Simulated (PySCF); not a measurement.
SiHF₃, SMILES F[SiH](F)F.

Geometry: B3LYP-D3(BJ)/def2-SVP.

Level of theory: B3LYP-D3(BJ)/def2-SVP (PySCF).

Frequencies are harmonic and unscaled.

Modes within 1.5 cm⁻¹ of each other (mostly degenerate sets) share a row, with their intensities summed.

| mode | ν (cm⁻¹) | IR (km/mol) | Raman (Å⁴/amu) | depolarisation | moving atoms (share of kinetic energy) |
|---|---|---|---|---|---|
| 1–2 | 292 | 26.4 | 1.3 | 0.75 | F 86 %, Si 12 % |
| 3 | 406 | 73.5 | 1.0 | 0.72 | F 58 %, Si 40 % |
| 4–5 | 835 | 49.3 | 19.9 | 0.75 | H 86 %, F 14 % |
| 6 | 842 | 79.2 | 4.8 | 0.00 | F 76 %, Si 24 % |
| 7–8 | 1004 | 491.3 | 0.8 | 0.75 | Si 51 %, F 43 % |
| 9 | 2375 | 72.2 | 84.3 | 0.16 | H 97 % |
